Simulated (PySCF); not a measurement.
ethenyl(silyloxy)silane (C₂H₈OSi₂), SMILES C=C[SiH2]O[SiH3]. Geometry optimised at PBE-D3(BJ)/def2-SVP. Other conformers were not sampled.

Computed equilibrium geometry at PBE-D3(BJ)/def2-SVP (PySCF confirms it by a frequency run) as Cartesian coordinates in Å, and its point group (one conformer of several):
point group Cs.
```xyz
13

C     -1.2937     2.3122     0.0000
C      0.0524     2.2454     0.0000
Si     0.9776     0.6228     0.0000
O     -0.1683    -0.6033     0.0000
Si    -0.3138    -2.2698     0.0000
H     -1.9085     1.3957     0.0000
H     -1.8356     3.2738     0.0000
H      0.6348     3.1863     0.0000
H      1.8591     0.5036     1.2178
H      1.8591     0.5036    -1.2178
H      0.3347    -2.8603     1.2242
H      0.3347    -2.8603    -1.2242
H     -1.7770    -2.6031     0.0000
```
